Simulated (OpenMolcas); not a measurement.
A run on Cr2+ among 6 point charges of -1.5 e arranged as a trigonal prism (D3h), 2.08 Å from the ion, with a polar angle of 42.7° against the regular 49.1°.

| Item | Value |
| --- | --- |
| Program | OpenMolcas |
| Method | SS-CASPT2, IPEA 0.25 Eh, imaginary shift 0.1 Eh (closed shells correlated: 3s 3p) |
| Basis | ANO-RCC-VTZP [6s5p3d2f1g] |
| Scalar Hamiltonian | DKH2, point nucleus |
| Active space | 4 electrons in 5 orbitals (3d) |
| State averaging | 2S+1 = 5 even, 5 roots; 2S+1 = 3 even, 45 roots; 2S+1 = 1 even, 50 roots |
| Spin-orbit coupling | state interaction with AMFI integrals over the reference wave functions |

First CASPT2 step and the start of its output:

```
&CASPT2
Multistate=5 1 2 3 4 5
NoMult
Frozen=5
IPEA=0.25
Imaginary=0.1
MaxIter=60
WThr=0.0 0.3 0.05
PrWF=0.5
NoMix
```

```
--- CASPT2 ---
Orbital specifications:
      -----------------------

      Symmetry species                           1
                                                 a
      Frozen orbitals                            5
      Inactive orbitals                          4
      Active orbitals                            5
      Secondary orbitals                        45
      Deleted orbitals                           0
      Number of basis functions                 59
Type of calculation                        SS-CASPT2
      Fock operator                              state-specific
      IPEA shift                                 0.25
      Real shift                                 0.00
      Imaginary shift                            0.10
      The input orbitals will be transformed to quasi-canonical
Reference energy:       -1053.4849060008
      E2 (Non-variational):      -0.3976358419
      Shift correction:          -0.0010628349
      E2 (Variational):          -0.3986986768
      Total energy:           -1053.8836046776
      Residual norm:              0.0000005294
      Reference weight:           0.92676
      Contributions to the CASPT2 correlation energy
      Active & Virtual Only:         -0.0579858591
      One Inactive Excited:          -0.1881715299
      Two Inactive Excited:          -0.1514784529
Reference energy:       -1053.4849059859
      E2 (Non-variational):      -0.3976416359
      Shift correction:          -0.0010696992
      E2 (Variational):          -0.3987113351
      Total energy:           -1053.8836173210
      Residual norm:              0.0000005463
      Reference weight:           0.92676
      Contributions to the CASPT2 correlation energy
      Active & Virtual Only:         -0.0579917915
...
```

Over all roots the printed reference weights run from 0.04 to 0.95, and roots that are degenerate in the reference spread by up to 520000 cm-1.

Question: Did the run give usable levels, and if not, why?

Answer: No. The equations converged, but the reference weight falls to 0.04 for at least one root against 0.95 for the best. A drop of that size marks an intruder state, so the energies of such roots and the levels built on them can't be trusted.
